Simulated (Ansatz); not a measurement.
Mulliken charges of ClF₂HNNb (`[NH]=[Nb]([F])([F])[Cl]`) from B3LYP/def2-TZVPP in Ansatz (PBE0-D4/def2-TZVP geometry).

```csv
atom,x (Å),y (Å),z (Å),charge (e)
N1,-0.774,0.485,0.886,-0.628
Nb2,0.274,-0.260,-0.269,1.530
F3,1.803,-0.811,0.637,-0.382
F4,-0.641,-1.706,-1.003,-0.382
Cl5,0.766,1.314,-1.861,-0.315
H6,-1.386,0.914,1.564,0.177
```

By hand: the dipole of these point charges (1 e Å = 4.8032 D).

Σ q r = (-0.025, 0.007, 0.035) e Å, of length 0.044 e Å = 0.21 D.

How does the dipole of the full density compare? (Best estimate.)

The calculation gave: (-0.164, 0.114, 0.182) e Å, 1.30 D; the point charges give 0.16 times that, at 17° from its direction.

Point charges leave out the atoms' own dipoles, such as those of lone pairs, and Mulliken's split depends on the basis, so the two needn't agree.

B3LYP here is the variant with VWN-RPA as its local correlation; programs differ in this.
